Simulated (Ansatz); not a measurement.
Cost and result up the ladder for GeH2MeCl (CH₅ClGe) (8 atoms). The state is a singlet with charge 0. Geometry: B3LYP-D4/def2-TZVP.

```
atom    x (Å)    y (Å)    z (Å)
 Ge1   0.6672   0.5872   0.0279
  H2   2.0474   0.0069   0.3781
  H3   0.3927   1.8694   0.8308
  C4  -0.7680  -0.7277   0.1855
  H5  -0.8288  -1.0877   1.2134
  H6  -0.5693  -1.5692  -0.4766
  H7  -1.7179  -0.2726  -0.0908
 Cl8   0.7767   1.1938  -2.0682
```

Ansatz on 4 threads of Intel Xeon on a shared host. Times are rough, and most runs start from the orbitals of an earlier one. PBE0-D4/def2-TZVPD serves as the yardstick here, not as an exact answer. Differences are given only for rows in sets of like size (and for xTB, whose basis is part of the method), since another set adds its own error. Binding counts from free atoms at the same level (Ge triplet, H doublet, C triplet, Cl doublet; other spins of the atoms weren't run), without zero-point energy or a counterpoise term.

The 6-31G sets use Cartesian d functions. B3LYP takes the VWN-RPA correlation. Correlated methods freeze 15 core orbitals; core or outer-core shells of Ge are correlated, in sets that lack core-valence functions.

Correlated methods converge slowly with the basis.

| level | functions | binding energy per atom (eV) | difference from PBE0-D4/def2-TZVPD (eV) |
| --- | --- | --- | --- |
| PBE-D4/def2-TZVPD | 182 | 3.31 | 0.02 |
| HF/STO-3G | 37 | 3.47 | – |
| r2SCAN-D4/def2-TZVP | 146 | 3.31 | 0.02 |
| PBE0-D4/def2-SVP | 89 | 3.29 | – |
| r2SCANh-D4/def2-TZVP (with forces) | 146 | 3.30 | 0.01 |
| r2SCAN-D4/def2-TZVPD | 182 | 3.31 | 0.02 |
| HF/6-31G | 61 | 2.34 | – |
| LDA (SPW92)/def2-TZVP | 146 | 3.70 | 0.41 |
| CCSD(T)/def2-TZVPP | 191 | 3.26 | -0.04 |
| PBE-D4/def2-SVP | 89 | 3.31 | – |
| B3LYP-D4/def2-TZVP | 146 | 3.28 | -0.01 |
| PBE0-D4/def2-TZVPD | 182 | 3.29 | 0.00 |
| PBE-D4/def2-TZVP | 146 | 3.31 | 0.02 |
| HF/def2-TZVP | 146 | 2.50 | -0.79 |

(1) Estimate how long each takes.

Results:

(1) HF/STO-3G 1 s; HF/6-31G 1.6 s; PBE-D4/def2-SVP 2.3 s; HF/def2-TZVP 3.3 s; PBE-D4/def2-TZVP 3.6 s; B3LYP-D4/def2-TZVP 3.8 s; LDA (SPW92)/def2-TZVP 3.8 s; PBE0-D4/def2-SVP 3.9 s; PBE-D4/def2-TZVPD 4.9 s; r2SCAN-D4/def2-TZVP 5.5 s; PBE0-D4/def2-TZVPD 6.5 s; r2SCAN-D4/def2-TZVPD 7 s; r2SCANh-D4/def2-TZVP (with forces) 8 s; CCSD(T)/def2-TZVPP 71 s. On shared hardware such times vary by a factor of up to 3.
